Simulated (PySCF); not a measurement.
Stepwise substitution at one centre (Ga SH-H). Gas-phase values, no solvent. One relaxed conformer stands for each flexible species; it need not be the lowest. Strings in code marks are SMILES.

These are PBE-D3(BJ)/def2-TZVP // B3LYP-D3(BJ)/def2-TZVP in PySCF values and carry that method's errors. 

```tsv
species	LUMO (eV)	HOMO–LUMO gap (eV)
1 of 3 SH replaced by H (`[SH][GaH][SH]` (H–S–Ga–S torsion 0°, S–Ga–S–H torsion 0°))	-1.97	4.42
2 of 3 SH replaced by H (`[SH][GaH2]`)	-2.29	4.25
3 of 3 SH replaced by H	-2.65	4.69
```
